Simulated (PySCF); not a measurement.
Atomic charges by several schemes

C2H4F3NO4S2.
SMILES with atom numbers: `[CH3:1][S:2](=[O:3])(=[O:4])[NH:5][S:6](=[O:7])(=[O:8])[C:9]([F:10])([F:11])[F:12]` (hydrogens: H13, H14, H15 on C1; H16 on N5)

Cartesian coordinates in Å at the GFN2-xTB level; atoms count from 1:
```
atom  x, y, z in Å
C1    -2.3852    0.2528   -0.2283
S2    -0.8747    0.9949    0.3650
O3    -1.1291    1.8653    1.4631
O4    -0.0630    1.4486   -0.7126
N5    -0.0557   -0.3638    0.9986
S6     0.7931   -1.1804   -0.1450
O7    -0.0730   -1.3594   -1.2544
O8     1.4037   -2.3096    0.4625
C9     2.2245   -0.0346   -0.6328
F10    3.3333   -0.7716   -0.6396
F11    2.0953    0.5129   -1.8197
F12    2.3773    0.9011    0.3001
H13   -2.0982   -0.5055   -0.9458
H14   -2.9026   -0.1660    0.6240
H15   -2.9766    1.0304   -0.6969
H16    0.3235   -0.3060    1.9276
```

Density: PBE0/pcSseg-1 (PySCF); schemes: Mulliken, IAO, Hirshfeld and ESP-fitted. Geometry: GFN2-xTB, one conformer, isolated molecule.

**Question.** For which atoms does the sign change between the 4 schemes (beyond +0.03 e in one, beyond −0.03 e in another)?

**Answer.** For none.

**Question.** Which atoms carry the lowest charge in the Mulliken, IAO, Hirshfeld and ESP-fitted schemes?

**Answer.** The schemes don't all agree: Mulliken N5 (-0.618); IAO N5 (-0.877); Hirshfeld O3 (-0.298); ESP-fitted N5 (-0.656).

**Question.** Tabulate the Mulliken, IAO, Hirshfeld and ESP-fitted charges.

**Answer.** In e:

```csv
atom,environment,Mulliken,IAO,Hirshfeld,ESP-fitted
C1,S-methyl carbon,-0.333,-0.630,-0.114,-0.638
S2,sulfonyl sulfur,+1.035,+2.107,+0.550,+1.142
O3,sulfonyl oxygen,-0.491,-0.863,-0.298,-0.495
O4,sulfonyl oxygen,-0.508,-0.873,-0.291,-0.518
N5,sulfonyl-bound nitrogen,-0.618,-0.877,-0.174,-0.656
S6,sulfonyl sulfur,+1.061,+2.070,+0.501,+0.981
O7,sulfonyl oxygen,-0.494,-0.861,-0.267,-0.469
O8,sulfonyl oxygen,-0.475,-0.847,-0.289,-0.454
C9,CF3 carbon,+0.719,+0.612,+0.241,+0.377
F10,fluorine of a CF3 group,-0.237,-0.254,-0.078,-0.147
F11,fluorine of a CF3 group,-0.209,-0.229,-0.058,-0.089
F12,fluorine of a CF3 group,-0.247,-0.261,-0.077,-0.131
H13,methyl hydrogen,+0.197,+0.204,+0.055,+0.251
H14,methyl hydrogen,+0.168,+0.189,+0.069,+0.216
H15,methyl hydrogen,+0.180,+0.192,+0.078,+0.236
H16,N–H hydrogen,+0.251,+0.320,+0.153,+0.393
```

Mean size of the charges over all atoms: IAO 0.712 e, Mulliken 0.451 e, ESP-fitted 0.450 e, Hirshfeld 0.206 e. Each set sums to the total charge, 0, to within 0.001 e. The IAO scheme projects the occupied orbitals on a minimal set of polarised atomic orbitals and counts the electrons in each atom's part of it.

**Question.** How many electrons does the Mulliken scheme count on N5?

**Answer.** Z − q = 7 − (-0.618) = 7.618.

**Question.** Sum the charges by element, for elements with more than one atom.

**Answer.** 
```
element  atoms  Mulliken     IAO  Hirshfeld  ESP-fitted
      C      2    +0.386  -0.017     +0.127      -0.261
      S      2    +2.097  +4.177     +1.051      +2.123
      O      4    -1.968  -3.444     -1.145      -1.936
      F      3    -0.693  -0.743     -0.213      -0.367
      H      4    +0.795  +0.904     +0.354      +1.096
```

The run behind these numbers computed NMR shieldings as well. Hardware: an Intel Xeon Platinum 8488C with one thread, no GPU, shared host with 96 logical CPUs at a one-minute load of 72. Cost: 93 s, 1.1 GiB resident at most.
